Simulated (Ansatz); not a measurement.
The cluster Sr₂S₂: single points at one geometry.

```yaml
crystal:
  periodic: [false, false, false]
  atoms:
    - {symbol: Sr, position_ang: [1.119702, 0.969200, -1.050753]}
    - {symbol: Sr, position_ang: [-1.120089, -0.971344, 1.048308]}
    - {symbol: S, position_ang: [1.531002, -1.053429, 0.659717]}
    - {symbol: S, position_ang: [-1.530614, 1.055573, -0.657282]}
basis:
  gaussian: {orbitals: def2-SVP, initial_orbitals: start.molden}
hamiltonian: {xc: pbe, dispersion: d4}
scf: {omitted_lower_state_checks: [starts]}
output: {orbitals: {seedname: orbitals}}
```

The file start.molden holds the orbitals of an earlier run on this structure, at another level or in another basis.

```sh
$ ansatz run in.yaml --threads 4 --pin off --events-out ev --progress --plain --max-ram 3916MiB
```

Shortened log:

```
Functional definition: PBE
972 factors; their error is unknown
mean field evaluation 1: about -23330.7149 eV, gradient 1.1e1 eV
mean field evaluation 2: about -23330.8714 eV, gradient 1.8e-1 eV
mean field evaluation 4: about -23330.7946 eV, gradient 6.3e-4 eV
mean field -23330.79460794 eV, -857.3908876611 hartree, gradient 1.4e-5 eV, S^2 0.000000; 0 other end points of the search recorded, 0 dependent functions left out
reference -23330.79465553 eV, -857.3908894100 hartree; 26, 26 occupied and 56, 56 virtual orbitals, 972 factors
Total energy: -23330.93900397 eV, -857.3961941175 hartree
Checks for a lower state left out: starts
```

Hardware: 4 threads of Arm Neoverse V2 on a shared host. Wall time 0.8 s.

The first input with `gaussian: {orbitals: def2-TZVP, initial_orbitals: start.molden}`, `hamiltonian: {xc: {name: revPBE}, dispersion: d4}` (abridged; 1.3 s):

```
Functional definition: revPBE
mean field -23345.35992720 eV, -857.9261532712 hartree, gradient 1.1e-5 eV, S^2 0.000000
Total energy: -23345.60391016 eV, -857.9351194798 hartree
Checks for a lower state left out: starts
```

First input, but with `gaussian: {orbitals: def2-TZVP, initial_orbitals: start.molden}`, `hamiltonian: {xc: hse06, dispersion: d4}` (abridged; 1.6 s):

```
Functional definition: HSE06
mean field -23339.53985427 eV, -857.7122695360 hartree, gradient 3.3e-5 eV, S^2 0.000000
Total energy: -23339.66322233 eV, -857.7168032288 hartree
Checks for a lower state left out: starts
```

The first input with `gaussian: {orbitals: def2-TZVPD, initial_orbitals: start.molden}`, `hamiltonian: {xc: r2scan, dispersion: d4}` (abridged; 3.8 s):

```
Functional definition: r2SCAN
mean field -23347.38305751 eV, -858.0005019387 hartree, gradient 8.5e-6 eV, S^2 0.000000
Total energy: -23347.41020215 eV, -858.0014994860 hartree
Checks for a lower state left out: starts
```

The first input with `gaussian: {orbitals: STO-3G}`, `hamiltonian: {xc: hf}` (abridged; 0.25 s):

```
Functional definition: HF
mean field -190060.26369822 eV, -6984.5858634358 hartree, gradient 9.3e-6 eV, S^2 0.000000
Total energy: -190060.26369822 eV, -6984.5858634358 hartree
Checks for a lower state left out: starts
```

The first input with `gaussian: {orbitals: def2-TZVP, initial_orbitals: start.molden}`, `hamiltonian: {xc: {text: "exchange = 0.50*pbe_x + 0.50*exact_x\ncorrelation = pbe_c"}}` (abridged; 1.6 s):

```
Functional definition: unnamed
mean field -23341.52792625 eV, -857.7853298337 hartree, gradient 2.9e-5 eV, S^2 0.000000
Total energy: -23341.52795611 eV, -857.7853309313 hartree
Checks for a lower state left out: starts
```

As the first input, with `gaussian: {orbitals: def2-TZVPD, initial_orbitals: start.molden}`, `hamiltonian: {xc: pbe0, dispersion: d4}` (abridged; 1.9 s):

```
Functional definition: PBE0
mean field -23340.03305823 eV, -857.7303944473 hartree, gradient 1.7e-5 eV, S^2 0.000000
Total energy: -23340.15827222 eV, -857.7349959765 hartree
Checks for a lower state left out: starts
```

Geometry: B3LYP-D4/def2-TZVP.

In the def2 sets Sr takes a core potential, while STO-3G treats all electrons; there is no spin–orbit coupling. HSE06 is defined as in plane-wave codes, on full-range PBE exchange. The structure comes from a short search, and lower isomers may exist.
